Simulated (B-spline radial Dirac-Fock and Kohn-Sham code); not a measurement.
**Compton profile of Ta³⁶⁺**

System: the Ta³⁶⁺ ion, configuration 1s2 2s2 2p6 3s2 3p6 3d10 4s2 4p6 4d1.

Model: the impulse approximation on Dirac-Fock orbitals of the configuration average with a finite nucleus. Program: a radial B-spline solver. pz is in atomic units of momentum; subshell profiles are per electron, for a selection of subshells; open shells are spread over both j values by their weights.

```
 pz   J total   J 1s1/2   J 4p1/2   J 4d5/2
  0     1.898    0.0103    0.0906    0.0702
0.4     1.892    0.0103    0.0906    0.0702
0.5     1.888    0.0103    0.0906    0.0702
0.6     1.884    0.0103    0.0905    0.0702
0.8     1.874    0.0103    0.0904    0.0702
  1     1.860    0.0103    0.0903    0.0702
1.2     1.843    0.0103    0.0900    0.0702
1.4     1.824    0.0103    0.0895    0.0702
1.6     1.801    0.0103    0.0888    0.0701
1.8     1.775    0.0103    0.0879    0.0700
  2     1.747    0.0103    0.0866    0.0699
2.5     1.664    0.0103    0.0820    0.0693
  3     1.568    0.0103    0.0753    0.0681
  4     1.359    0.0103    0.0570    0.0623
  5     1.161    0.0102    0.0372    0.0518
  7    0.8801    0.0101    0.0127    0.0258
 10    0.6361   0.00984   0.00793   0.00593
 15    0.3457   0.00927   0.00366   0.00374
 20    0.1938   0.00855  0.000787   0.00230
 30   0.07612   0.00689  0.000458  0.000411
 40   0.03555   0.00524  0.000273  7.12e-05
 60   0.01111   0.00277  5.76e-05  3.60e-06
100  0.002150  0.000740  4.25e-06    < 1e-6
```

J(0) = 1.898. The 4p3/2 subshell gives the largest part, 20 %.

Mean momentum ⟨p⟩ by subshell (a.u.): 1s1/2 75.5, 2s1/2 27.0, 2p1/2 35.6, 2p3/2 31.6, 3s1/2 13.8, 3p1/2 16.5, 3p3/2 15.3, 3d3/2 18.3, 3d5/2 17.9, 4s1/2 8.24, 4p1/2 9.22, 4p3/2 8.82, 4d3/2 9.97, 4d5/2 9.83.

Values without a named source are computed, but for edge energies of neutral atoms, which are taken from tables.
